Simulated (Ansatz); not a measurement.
Worked example: C2H8BN + C2H6AlS → C2H7BN + C2H7AlS

Gas-phase species: C2H8BN `BNCC`, singlet; C2H6AlS `[CH3][Al][S]C`, doublet; C2H7BN `B[N]CC`, doublet; C2H7AlS `[CH3][AlH][S]C`, singlet. A radical takes H: the energy is the difference in strength between the N–H bond broken and the Al–H bond made.

Shapes, held fixed at every level: PBE0-D4/def2-TZVP. Flexible molecules stand in one conformer, not always the lowest. Programs: Ansatz 0.2.0. The zero-point and thermal change to 298 K, harmonic and unscaled (PBE0-D4/def2-TZVP), is -21.1 kJ/mol.

At CCSD(T)/CBS estimate; 1 Eh = 2625.50 kJ/mol:

| species | energy (Eh) |
| --- | --- |
| C2H8BN | -160.448093 |
| C2H6AlS | -719.508605 |
| C2H7BN | -159.762035 |
| C2H7AlS | -720.149358 |

Work out ΔH(298 K) of the reaction at this level.


1. Products less reactants: (-159.762035) + (-720.149358) − [(-160.448093) + (-719.508605)] = 0.045305 Eh = +118.9 kJ/mol.
2. With the thermal change: +118.9 + (-21.1) = +97.8 kJ/mol.

Other levels give +68.4 (HF/def2-SVP) to +96.3 kJ/mol (CCSD(T)/def2-TZVPP). No measured value is set beside it here. Spin contamination: C2H7BN (⟨S²⟩ up to 0.78). Open shells run unrestricted. The CBS estimate extrapolates MP2 from def2-TZVPP and def2-QZVPP and adds CCSD(T) − MP2 in the triple-zeta set, cores frozen. The median of the other correlated levels is +85.1 kJ/mol.
